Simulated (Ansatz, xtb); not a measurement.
**C6H12O: which of two isomers lies lower**

Structure I is `COC1(C)CCC1`, a singlet and structure II is `CO[C@@H]1CC[C@H]1C`, a singlet. Both are isolated molecules in the gas phase, relaxed with B3LYP-D3(BJ)/def2-SVP; the shapes shown needn't be the lowest conformers.

I (Å):

```yaml
atoms:
  - { symbol: C, position_ang: [-1.9249, 2.1275, 0.6722] }
  - { symbol: C, position_ang: [-0.1693, 0.6193, 1.2664] }
  - { symbol: C, position_ang: [-0.5206, 0.5129, 2.7476] }
  - { symbol: C, position_ang: [0.6084, -0.6070, 0.7368] }
  - { symbol: C, position_ang: [1.9267, 0.1896, 0.8957] }
  - { symbol: C, position_ang: [1.0944, 1.4929, 0.9913] }
  - { symbol: O, position_ang: [-1.3019, 0.8868, 0.4646] }
  - { symbol: H, position_ang: [-1.2094, 2.9709, 0.6057] }
  - { symbol: H, position_ang: [-2.4393, 2.1941, 1.6499] }
  - { symbol: H, position_ang: [-2.6788, 2.2527, -0.1189] }
  - { symbol: H, position_ang: [-0.8576, 1.4772, 3.1589] }
  - { symbol: H, position_ang: [0.3561, 0.1946, 3.3318] }
  - { symbol: H, position_ang: [-1.3218, -0.2294, 2.8905] }
  - { symbol: H, position_ang: [0.3474, -0.7742, -0.3178] }
  - { symbol: H, position_ang: [0.4975, -1.5504, 1.2930] }
  - { symbol: H, position_ang: [2.4513, -0.0434, 1.8347] }
  - { symbol: H, position_ang: [2.6511, 0.1224, 0.0712] }
  - { symbol: H, position_ang: [1.3813, 2.2345, 1.7529] }
  - { symbol: H, position_ang: [1.0062, 1.9915, 0.0148] }
```

II (Å):

```xyz
19

C    -1.8153    1.5448    1.1545
C    -0.3001   -0.1959    1.5819
C    -0.9781   -1.5097    1.1126
C     0.1895   -2.2752    1.7855
C     0.5003   -1.0026    2.6187
C     1.9351   -0.6132    2.9226
O    -1.0815    0.8334    2.1156
H    -2.5327    0.8973    0.6123
H    -2.3810    2.3315    1.6746
H    -1.1554    2.0227    0.4016
H     0.3692    0.1996    0.7877
H    -1.9248   -1.6555    1.6555
H    -1.1485   -1.6589    0.0361
H     0.9998   -2.4973    1.0725
H    -0.0531   -3.1964    2.3352
H    -0.0998   -1.0178    3.5442
H     2.5426   -0.5896    2.0022
H     1.9807    0.3866    3.3841
H     2.4076   -1.3268    3.6174
```

Quicker runs give these differences E(II) − E(I): GFN2-xTB +0.014 eV; HF/STO-3G −0.042 eV (at GFN2-xTB geometries); r2SCAN-D4/def2-SVP +0.036 eV (at GFN2-xTB geometries).

Task: Estimate which is lower in electronic energy at CCSD(T)/def2-SVP + ΔMP2/def2-TZVPP, and by roughly how much.

Result: CCSD(T)/def2-SVP + ΔMP2/def2-TZVPP gives E(II) − E(I) = +0.031 eV, slightly favouring structure I, which is too small a margin to settle the true order.

Level by level:

```
                             level               geometry  E(II) − E(I) (eV)  departure from the last row (eV)  job, with rough time for the two
                          GFN2-xTB               GFN2-xTB              +0.014                            −0.017               optimisation, 0.4 s
                         HF/STO-3G               GFN2-xTB              −0.042                            −0.073               single point, 1.2 s
                r2SCAN-D4/def2-SVP               GFN2-xTB              +0.036                            +0.006                single point, 14 s
             B3LYP-D3(BJ)/def2-SVP  B3LYP-D3(BJ)/def2-SVP              +0.005                            −0.026             optimisation, 3.1 min
                       HF/def2-SVP  B3LYP-D3(BJ)/def2-SVP              −0.058                            −0.089           part of the CCSD(T) run
                      MP2/def2-SVP  B3LYP-D3(BJ)/def2-SVP              +0.018                            −0.013           part of the CCSD(T) run
                  CCSD(T)/def2-SVP  B3LYP-D3(BJ)/def2-SVP              +0.013                            −0.017                      single point
CCSD(T)/def2-SVP + ΔMP2/def2-TZVPP  B3LYP-D3(BJ)/def2-SVP              +0.031                                               single point, 7.3 min
```

As drawn, both hold the same kinds of bond in the same numbers.

The largest departure from CCSD(T)/def2-SVP + ΔMP2/def2-TZVPP is that of HF/def2-SVP, 0.089 eV. The last row adds to CCSD(T) the change of the MP2 difference between the two basis sets, here +0.017 eV.

With thermal terms from frequencies at re-optimised GFN2-xTB minima (ideal gas, soft modes damped towards free rotors, one conformer each, 298.15 K, 1 atm): on the last row, ΔE + ΔZPE = +0.033, ΔH = +0.036, ΔG = +0.019 eV.

The correlated steps freeze 7 core orbitals. Mirror images aren't counted in ΔG. Programs: Ansatz 0.2.0, xtb 6.7.1; the last row on 2 threads of Arm Neoverse N1 on a shared host.
